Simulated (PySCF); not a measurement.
## Antimony: a sound run and one with changed settings

Sound run: Sb [Kr] 4d10 5s2 5p3, Sb⁺ [Kr] 4d10 5s2 5p2. Calculation: PySCF 2.14, in def2-SVP with the def2 core potential (28 electrons); a scalar-relativistic core potential. The sound run starts from symmetry-adapted Hartree-Fock orbitals and uses a fine grid where one is needed.

Changed run: 26 angular points. This setting is unsound on purpose.

```
species  method  sound run (hartree)  changed run (hartree)  converged
     Sb     UHF           -239.27335             -239.27335        yes
     Sb  r2SCAN           -240.30522             -240.30522        yes
     Sb  M06-2X           -240.14884             -240.14884        yes
    Sb⁺     UHF           -238.95749             -238.95749        yes
    Sb⁺  r2SCAN           -239.96783             -239.96825        yes
    Sb⁺  M06-2X           -239.81992             -239.81807        yes
```

Ionisation energy of Sb:

```tsv
method	sound run (eV)	changed run (eV)
UHF	8.595	8.595
r2SCAN	9.181	9.169
M06-2X	8.950	9.001
```

A coarse angular grid integrates products of high-l functions wrongly, so density functionals can shift, and the SCF can exploit the error; Hartree-Fock and MP2 need no grid.

For comparison, NIST gives 8.608 eV between the lowest levels.
